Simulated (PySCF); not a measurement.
Compound: C6H10FO (doublet state).
Cartesian coordinates in Å at the GFN2-xTB level; atoms count from 1:
```
atom  x, y, z in Å
C1    -3.486   -0.896   -0.161
C2    -2.257   -0.918    0.225
C3    -1.540    0.150    1.047
F4    -2.398    1.167    1.392
C5    -0.370    0.747    0.264
O6     0.624   -0.232    0.133
C7     1.756    0.219   -0.584
C8     2.773   -0.907   -0.645
H9    -4.347   -0.276   -0.078
H10   -1.576   -1.722   -0.026
H11   -1.177   -0.293    1.984
H12    0.013    1.624    0.812
H13   -0.722    1.087   -0.723
H14    2.186    1.099   -0.080
H15    1.455    0.523   -1.599
H16    3.066   -1.197    0.360
H17    3.652   -0.584   -1.194
H18    2.339   -1.771   -1.140
```

The hyperfine couplings belong to this conformer and change with its torsions.

The species is `[H]/[C]=C\[C@H](F)COCC` [radical].

Computed with UKS B3LYP, pcH-1 on C F H O, non-relativistic, mean-field spin-orbit, GIAO (PySCF 2.14.0). Isolated species at its GFN2-xTB geometry (one conformer only). The geometry wasn't refined by DFT: couplings that depend on bond lengths, twists or pyramidal angles can differ widely from those at the functional's own minimum. Stability of the SCF solution: not tested.

Principal values of hyperfine tensors in MHz (contact and dipolar terms together), for some of the nuclei:

| atom | isotope | A1 | A2 | A3 |
| --- | --- | --- | --- | --- |
| C1 | 13C | 235.68 | 257.35 | 459.42 |
| H10 | 1H | 119.07 | 120.15 | 136.77 |
| C3 | 13C | 68.08 | 68.26 | 96.34 |
| C2 | 13C | -32.09 | -10.77 | 3.09 |
| F4 | 19F | 2.28 | 9.13 | 15.95 |
| H12 | 1H | 6.82 | 7.15 | 9.67 |
| H11 | 1H | -11.40 | -8.61 | -0.89 |
| C5 | 13C | -6.44 | -6.32 | -5.23 |

(1) Split each tensor into its isotropic and traceless parts, and turn a_iso into mT with g = 2.0023.

(2) What spin density at the nucleus of F4 lies behind its contact coupling (g_N = 5.25774)?

(3) H9 (1H, g_N = 5.58569) isn't in the table. Its spin density at the nucleus is 0.008628 bohr⁻³. What is its contact coupling?

(4) Which nucleus of the table has the largest anisotropic coupling, and what is its form?

(5) What first-order splitting does C1 cause when the field lies along A1, A2 or A3 of its tensor (g taken as isotropic, no quadrupole term)?

## Answers

(1) a_iso is a third of the trace, T = A − a_iso, and a(mT) = a(MHz)/(g × 13.996).

```
atom  a_iso (MHz)  a_iso (mT)      T1      T2      T3
  C1       317.49      11.329  -81.80  -60.13  141.94
 H10       125.33       4.472   -6.26   -5.18   11.44
  C3        77.56       2.768   -9.48   -9.30   18.78
  C2       -13.26      -0.473  -18.84    2.49   16.35
  F4         9.12       0.325   -6.84    0.01    6.83
 H12         7.88       0.281   -1.06   -0.73    1.79
 H11        -6.97      -0.249   -4.43   -1.64    6.08
  C5        -6.00      -0.214   -0.44   -0.33    0.77
```

(2) a_FC = 800.24 MHz bohr³ × g_N × ρ(0)/(2S). With a_FC = 9.12 MHz and 2S = 1, ρ(0) = 0.002168 bohr⁻³.

(3) By the same relation, a_FC = 38.6 MHz. Its full tensor has the principal values 6.05, 31.40, 78.25 MHz.

(4) C1: -81.8, -60.1, 141.9 MHz, rhombic: the two smaller values differ by 15 % of the largest.

(5) 2 lines (I = 1/2), spaced by |A_i|/(g × 13.996): 8.41, 9.18, 16.39 mT along the axes of A1, A2 and A3.
